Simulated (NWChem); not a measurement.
borohydride (BH$_{4}$ anion); SMILES [BH4-]

```xyz
5

B      0.0001    -0.0002     0.0001
H     -0.8117    -0.8194    -0.4723
H      0.1554    -0.2243     1.2159
H     -0.4373     1.1562    -0.1562
H      1.0935    -0.1124    -0.5874
```
Atoms are numbered in this order, from 1.

Computed with NWChem. Pople sets run with spherical d functions. Sets without diffuse functions describe the anion's extra electron poorly. Coordinates come from a B3LYP/def2-SVPD optimisation. Static field.

### Question
Taking CAM-B3LYP/aug-cc-pVTZ as the yardstick, which of these has the fewest basis functions while keeping “isotropic polarisability (bohr³)” within 10 % of it: CAM-B3LYP/def2-TZVPD; CAM-B3LYP/6-31G*; CAM-B3LYP/aug-cc-pVDZ; CAM-B3LYP/d-aug-cc-pVDZ; CAM-B3LYP/6-31+G*; CAM-B3LYP/def2-SVPD; CAM-B3LYP/def2-TZVP; CAM-B3LYP/def2-SVP?

### Answer
CAM-B3LYP/aug-cc-pVDZ.
| level | basis functions | isotropic polarisability (bohr³) | relative time (rough) |
|---|---|---|---|
| CAM-B3LYP/6-31G* | 22 | 19.8 | 1 |
| CAM-B3LYP/6-31+G* | 26 | 27.1 | 1 |
| CAM-B3LYP/def2-SVP | 34 | 23.1 | 2 |
| CAM-B3LYP/def2-SVPD | 52 | 35.6 | 6 |
| CAM-B3LYP/def2-TZVP | 55 | 29.6 | 8 |
| CAM-B3LYP/aug-cc-pVDZ | 59 | 39.0 | 10 |
| CAM-B3LYP/def2-TZVPD | 73 | 38.1 | 20 |
| CAM-B3LYP/d-aug-cc-pVDZ | 84 | 40.9 | 40 |
| CAM-B3LYP/aug-cc-pVTZ | 138 | 40.4 | 100 |

The yardstick is one finite set, not the basis-set limit.
